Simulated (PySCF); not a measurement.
Partial charges of `O[Si@H]([SiH3])S[SiH3]`

H8OSSi3.
Geometry (GFN2-xTB, Å), atoms numbered from 1 in this order:
```
atom  x, y, z in Å
O1    -1.276    2.198    0.564
Si2   -0.436    1.044   -0.201
Si3   -1.965   -0.627   -0.618
S4     1.166    0.488    1.171
Si5    2.330   -0.916    0.074
H6    -0.860    2.820    1.158
H7     0.293    1.646   -1.323
H8    -1.313   -1.810   -1.195
H9    -2.956   -0.171   -1.594
H10   -2.686   -1.089    0.571
H11    3.373   -1.295    1.009
H12    2.858   -0.257   -1.116
H13    1.469   -2.031   -0.303
```

Density: PBE0/pcSseg-1 (PySCF); schemes: Mulliken, IAO, Hirshfeld and ESP-fitted. The structure is a single GFN2-xTB conformer in the gas phase; no vibrational or solvent corrections.

Q: For which atoms does the sign change between the 4 schemes (beyond +0.03 e in one, beyond −0.03 e in another)?

A: For none.

Q: Do the Mulliken, IAO, Hirshfeld and ESP-fitted schemes agree on where the charge is highest?

A: All schemes agree: Mulliken Si2 (+0.654); IAO Si2 (+0.822); Hirshfeld Si2 (+0.317); ESP-fitted Si2 (+0.562).

Q: What partial charge does each atom carry?

A: In e:

```tsv
atom	environment	Mulliken	IAO	Hirshfeld	ESP-fitted
O1	silanol oxygen	-0.547	-0.788	-0.305	-0.657
Si2	oxygen-bound silicon	+0.654	+0.822	+0.317	+0.562
Si3	SiH3 silicon	+0.175	+0.268	+0.216	+0.165
S4	sulfur bonded to 2 Si	-0.572	-0.471	-0.203	-0.429
Si5	SiH3 silicon	+0.457	+0.551	+0.297	+0.353
H6	hydroxyl hydrogen	+0.256	+0.373	+0.182	+0.454
H7	Si–H hydrogen	-0.076	-0.145	-0.087	-0.114
H8	Si–H hydrogen	-0.067	-0.101	-0.075	-0.077
H9	Si–H hydrogen	-0.053	-0.092	-0.070	-0.048
H10	Si–H hydrogen	-0.044	-0.082	-0.062	-0.042
H11	Si–H hydrogen	-0.058	-0.096	-0.063	-0.023
H12	Si–H hydrogen	-0.061	-0.120	-0.074	-0.073
H13	Si–H hydrogen	-0.066	-0.121	-0.073	-0.071
```

Mean size of the charges over all atoms: IAO 0.310 e, Mulliken 0.237 e, ESP-fitted 0.236 e, Hirshfeld 0.156 e. Each set sums to the total charge, 0, to within 0.001 e. The Hirshfeld scheme weights the molecular density at each point by an atom's share of the summed free-atom densities.

Q: How closely do the schemes follow one another over all atoms?

A: Correlation coefficient and root-mean-square difference: IAO with ESP-fitted 0.98, 0.110 e; Mulliken with IAO 0.98, 0.105 e; IAO with Hirshfeld 0.98, 0.228 e; Mulliken with ESP-fitted 0.97, 0.085 e; Mulliken with Hirshfeld 0.95, 0.162 e; Hirshfeld with ESP-fitted 0.95, 0.156 e.

Q: How many electrons does the Mulliken scheme count on O1?

A: Z − q = 8 − (-0.547) = 8.547.
